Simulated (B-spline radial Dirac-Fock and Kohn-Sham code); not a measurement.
# X-ray emission lines of In

System: the free indium atom, configuration [Kr] 4d10 5s2 5p1.

Model: ΔSCF Dirac-Fock with Breit, self-energy and vacuum polarisation, finite nucleus, configuration average. Program: a radial finite-basis atomic code. A line energy is the difference of two single-hole energies; the list is a selection of electric-dipole transitions between resolved j subshells. The model has no electron correlation.

| line | energy (eV) | wavelength (Å) | tabulated (eV) | difference (eV) |
| --- | --- | --- | --- | --- |
| K-N3 | 27857.0 | 0.44507 | 27862.5 | -5.5 |
| K-N2 | 27850.4 | 0.44518 | 27862.5 | -12.1 |
| K-M3 | 27271.9 | 0.45462 | 27275.6 | -3.7 |
| K-M2 | 27233.4 | 0.45526 | 27237.7 | -4.3 |
| K-L3 | 24208.0 | 0.51216 | 24209.8 | -1.8 |
| K-L2 | 24000.0 | 0.51660 | 24001.9 | -1.9 |
| L1-N3 | 4162.3 | 2.9787 | 4160.1 | +2.2 |
| L1-N2 | 4155.7 | 2.9835 | 4160.1 | -4.4 |
| L2-N4 | 3922.9 | 3.1605 | 3921.8 | +1.1 |
| L2-N1 | 3808.4 | 3.2555 | 3816.1 | -7.7 |
| L3-O1 | 3729.0 | 3.3249 | – | – |
| L3-N5 | 3715.7 | 3.3367 | 3713.9 | +1.8 |
| L3-N4 | 3714.9 | 3.3375 | 3713.9 | +1.0 |
| L3-N1 | 3600.4 | 3.4436 | 3608.2 | -7.8 |
| L1-M3 | 3577.3 | 3.4659 | 3573.2 | +4.1 |
| L1-M2 | 3538.8 | 3.5036 | 3535.3 | +3.5 |
| L2-M4 | 3488.2 | 3.5544 | 3487.2 | +1.0 |
| L3-M5 | 3287.8 | 3.7711 | 3287.0 | +0.8 |
| L3-M4 | 3280.2 | 3.7798 | 3279.3 | +0.9 |
| L2-M1 | 3110.0 | 3.9866 | 3112.4 | -2.4 |
| L3-M1 | 2902.0 | 4.2724 | 2904.5 | -2.5 |
| M3-N5 | 651.8 | 19.021 | 648.1 | +3.7 |
| M4-N2 | 362.2 | 34.234 | 373.4 | -11.2 |
| M5-N3 | 361.2 | 34.324 | 365.7 | -4.5 |

The tabulated energies are for the element in its standard state (xraylib 4.2 line table). The largest relative deviation is 3.01 %.

Values without a named source are computed, but for edge energies of neutral atoms, which are taken from tables.
